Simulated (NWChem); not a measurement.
System: C2H4BFO2; SMILES B(C(C)=O)(O)F

```xyz
10

C     -1.0917    -1.6807     0.0000
C      0.1080    -0.7846     0.0000
O      1.2491    -1.2152     0.0000
B     -0.0160     0.8289     0.0000
O      1.1288     1.5136     0.0000
F     -1.1849     1.4513     0.0000
H     -1.7189    -1.4630     0.8803
H     -1.7189    -1.4630    -0.8803
H     -0.7907    -2.7367     0.0000
H      1.8511     0.8608     0.0000
```
Atoms are numbered in this order, from 1.

All runs: NWChem. Pople sets run with spherical d functions. Coordinates come from a PBE0/def2-SVP optimisation. B3LYP is NWChem's, with the RPA form of VWN correlation.

Predict the results for B3LYP/6-31G*. Quantities: highest occupied level (eV); orbital gap (eV); dipole (D).


| Property | Result |
|---|---|
| highest occupied level (eV) | -6.98 |
| orbital gap (eV) | 5.18 |
| dipole (D) | 1.50 |
